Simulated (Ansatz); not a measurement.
Q: Name a neutral molecule of In, O, S and H with LUMO energy (ωB97M-V/def2-TZVPP) between 0.00 and 0.30 eV and size of the dipole moment (PBE/def2-TZVPP) between 1.80 and 2.10 D (Ansatz, PBE0-D4/def2-TZVP geometry).

A: `[OH][InH][SH]` (0.23 eV, 1.99 D). Other molecules can fit too; these were computed, each in one conformer that needn't be the lowest.
